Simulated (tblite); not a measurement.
Species: C3H6GeOSi.
SMILES with atom numbers: `[O:1]=[C:2]1[CH:3]=[CH:4][GeH2:5][SiH2:6]1` (hydrogens: H7 on C3; H8 on C4; H9, H10 on Ge5; H11, H12 on Si6)

Computed with GFN2-xTB (tblite), gas phase: L-BFGS steps from a force-field or distance-geometry start until the largest atomic force falls under 0.01 eV/Å.

Step 13: E = -466.2959 eV
```
atom  x, y, z in Å  |  force x, y, z in eV/Å
O1     -1.9327    1.9397   -0.0045    0.102  -0.088  -0.012
C2     -1.0499    1.1063   -0.0029    0.018  -0.035   0.042
C3      0.3771    1.4602    0.1228   -0.012   0.023  -0.064
C4      1.3554    0.5498    0.1221   -0.038  -0.016   0.038
Ge5     0.8554   -1.3485   -0.0337   -0.055  -0.019   0.027
Si6    -1.4097   -0.7956   -0.1503    0.043  -0.039  -0.004
H7      0.5720    2.5235    0.1996    0.036   0.040   0.028
H8      2.3819    0.8842    0.2181   -0.071  -0.013  -0.019
H9      1.6369   -1.9108   -1.1942    0.018   0.036  -0.021
H10     1.4763   -2.0646    1.1435   -0.002   0.060  -0.009
H11    -2.0497   -1.0931   -1.4288   -0.022   0.022   0.003
H12    -2.2117   -1.2518    0.9822   -0.017   0.029  -0.009
```

Step 14: E = -466.2969 eV
```
atom  x, y, z in Å  |  force x, y, z in eV/Å
O1     -1.9323    1.9385   -0.0049    0.029  -0.039  -0.007
C2     -1.0505    1.1059   -0.0018    0.098  -0.071   0.023
C3      0.3768    1.4607    0.1212    0.008   0.033  -0.037
C4      1.3538    0.5485    0.1227   -0.047  -0.005   0.028
Ge5     0.8542   -1.3513   -0.0332   -0.006   0.008   0.007
Si6    -1.4072   -0.7969   -0.1504   -0.029  -0.031  -0.002
H7      0.5736    2.5253    0.2004    0.021  -0.014   0.015
H8      2.3805    0.8823    0.2177   -0.067  -0.016  -0.016
H9      1.6406   -1.9095   -1.1936    0.004   0.037  -0.014
H10     1.4796   -2.0626    1.1428   -0.003   0.047   0.007
H11    -2.0531   -1.0917   -1.4274   -0.007   0.022   0.010
H12    -2.2148   -1.2500    0.9804   -0.002   0.027  -0.014
```

Problem. Estimate the geometry and energy of step 15. (The exact step hangs on the optimiser's Hessian estimate; all steps are aligned on step 14, rigid shifts and turns removed.)

Solution. E = -466.2978 eV, largest force 0.142 eV/Å
```
atom  x, y, z in Å  |  force x, y, z in eV/Å
O1     -1.9310    1.9361   -0.0053   -0.028  -0.007  -0.001
C2     -1.0494    1.1043   -0.0005    0.121  -0.075  -0.001
C3      0.3768    1.4618    0.1191    0.026   0.026  -0.003
C4      1.3517    0.5474    0.1238   -0.037  -0.004   0.012
Ge5     0.8531   -1.3531   -0.0326    0.028   0.022  -0.014
Si6    -1.4055   -0.7985   -0.1504   -0.068  -0.018   0.000
H7      0.5754    2.5266    0.2014    0.008  -0.044   0.001
H8      2.3782    0.8807    0.2170   -0.045  -0.015  -0.010
H9      1.6427   -1.9076   -1.1939   -0.007   0.039  -0.003
H10     1.4813   -2.0601    1.1427    0.001   0.034   0.021
H11    -2.0554   -1.0902   -1.4263    0.000   0.020   0.009
H12    -2.2168   -1.2482    0.9790    0.001   0.022  -0.010
```

The energy changes by -0.0009 eV. The first-order estimate −F·Δx gives -0.0012 eV and the mean of the old and new forces, exact on a quadratic surface, -0.0009 eV. The step makes an angle of 48° with the force vector and moves no atom by more than 0.003 Å.

The cost below is that of the whole relaxation. Hardware: one thread of an Arm Neoverse N1 (shared host). Cost: 0.27 s of wall time.
